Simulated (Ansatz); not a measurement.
Ansatz results at the PBE0-D4/def2-TZVP geometry: LUMO energy (B3LYP/def2-TZVPP) -0.75 eV; size of the dipole moment (PBE/def2-TZVPP) 3.46 D; HOMO–LUMO gap (PBE0/def2-TZVPP) 6.58 eV.

(1) Which molecule gave them?
A. `P[SiH2][AlH][Cl]`
B. `BC1(F)NB1C`
C. `[CH3][Al]([NH2])[CH]=O`
D. `CN[SiH](N)F`

## Answers

(1) B. The others give `P[SiH2][AlH][Cl]`: -2.20, 1.05, 5.09; `CN[SiH](N)F`: 0.72, 2.10, 8.22; `[CH3][Al]([NH2])[CH]=O`: -1.86, 3.14, 4.63.

B3LYP here is the variant with VWN-RPA as its local correlation; programs differ in this.
